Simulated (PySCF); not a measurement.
aluminum atom (Al), doublet; B3LYP/cc-pVTZ (PySCF).

Here is a job for PySCF.
```python
from pyscf import gto, scf, dft

mol = gto.Mole()
mol.atom = '''
    Al    0.000000    0.000000    0.000000
'''
mol.basis = 'cc-pvtz'
mol.charge = 0
mol.spin = 1
mol.verbose = 4
mol.build()

mf = dft.UKS(mol)
mf.xc = 'b3lyp'
mf.level_shift = 0.1
mf.max_cycle = 100
mf.kernel()
```

What the program printed (banner, timings and long lists left out):

```
PySCF version 2.14.0

[INPUT] verbose = 4
[INPUT] num. atoms = 1
[INPUT] num. electrons = 13
[INPUT] charge = 0
[INPUT] spin (= nelec alpha-beta = 2S) = 1
[INPUT] symmetry False subgroup None
[INPUT] Mole.unit = angstrom
[INPUT] Symbol           X                Y                Z      unit          X                Y                Z       unit  Magmom
[INPUT]  1 Al     0.000000000000   0.000000000000   0.000000000000 AA    0.000000000000   0.000000000000   0.000000000000 Bohr   0.0

nuclear repulsion = 0
number of shells = 9
number of NR pGTOs = 59
number of NR cGTOs = 34
basis = cc-pvtz
ecp = {}

******** <class 'pyscf.dft.uks.UKS'> ********
method = UKS
initial guess = minao
damping factor = 0
level_shift factor = 0.1
DIIS = <class 'pyscf.scf.diis.CDIIS'>
diis_start_cycle = 1
diis_space = 8
diis_damp = 0
SCF conv_tol = 1e-09
SCF conv_tol_grad = None
SCF max_cycles = 100
direct_scf = True
direct_scf_tol = 1e-13
number electrons alpha = 7  beta = 6
XC library pyscf.dft.libxc version 7.1.2
    S. Lehtola, C. Steigemann, M. J. T. Oliveira, and M. A. L. Marques,  SoftwareX 7, 1–5 (2018)
XC functionals = b3lyp
    P. J. Stephens, F. J. Devlin, C. F. Chabalowski, and M. J. Frisch,  J. Phys. Chem. 98, 11623 (1994)
radial grids:
    Treutler-Ahlrichs [JCP 102, 346 (1995); DOI:10.1063/1.469408] (M4) radial grids

becke partition: Becke, JCP 88, 2547 (1988); DOI:10.1063/1.454033
pruning grids: <function nwchem_prune>
grids dens level: 3
symmetrized grids: False
atomic radii adjust function: <function treutler_atomic_radii_adjust>
small_rho_cutoff = 0
Set gradient conv threshold to 3.16228e-05
tot grids = 19184
init E= -242.350705609023

cycle= 1 E= -242.387123081827  delta_E= -0.0364  |g|= 0.0583  |ddm|= 0.614
cycle= 2 E= -242.389171836831  delta_E= -0.00205  |g|= 0.0285  |ddm|= 0.0966
cycle= 3 E= -242.389460325754  delta_E= -0.000288  |g|= 0.00474  |ddm|= 0.0238
cycle= 4 E= -242.389508815388  delta_E= -4.85e-05  |g|= 0.00136  |ddm|= 0.0121
cycle= 5 E= -242.389513021773  delta_E= -4.21e-06  |g|= 0.000277  |ddm|= 0.00421
cycle= 6 E= -242.389513260109  delta_E= -2.38e-07  |g|= 6.68e-05  |ddm|= 0.00114
cycle= 7 E= -242.389513275038  delta_E= -1.49e-08  |g|= 1.6e-05  |ddm|= 0.000332
cycle= 8 E= -242.389513275906  delta_E= -8.69e-10  |g|= 3.83e-06  |ddm|= 8.5e-05
Extra cycle  E= -242.389513275958  delta_E= -5.14e-11  |g|= 1.39e-06  |ddm|= 2.27e-05
converged SCF energy = -242.389513275958  <S^2> = 0.75479359  2S+1 = 2.0047879
```
